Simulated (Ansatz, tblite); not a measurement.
Forces on Sc3 at its r2SCAN-D4/def2-TZVP geometry. The state is a doublet with charge 0.

The xTB rows come from tblite. At r2SCAN-D4/def2-TZVP the charge 0 doublet is spin-contaminated (final ⟨S²⟩ up to 2.33, 0.75 for a pure state). The geometry of the doublet was relaxed on an unsound state (⟨S²⟩ 2.33, where a pure state has 0.75). The structure comes from a short search, and lower isomers may exist.

GFN1-xTB (tblite), largest force 2.08 eV/Å:

```xyz
3
positions Å, forces eV/Å
Sc    0.310    0.559    1.494    0.619    0.814    1.815
Sc    1.071    0.265   -1.260    1.076    0.267   -1.266
Sc   -1.381   -0.825   -0.234   -1.695   -1.081   -0.550
```

GFN2-xTB (tblite), largest force 2.45 eV/Å:

```
Sc 0.737 0.961 2.127
Sc 1.250 0.310 -1.470
Sc -1.987 -1.271 -0.657
```

r2SCAN-D4/def2-TZVP (Ansatz), largest force 0.00 eV/Å:

```
Sc -0.001 -0.001 -0.003
Sc -0.002 0.000 0.002
Sc 0.002 0.001 0.001
```
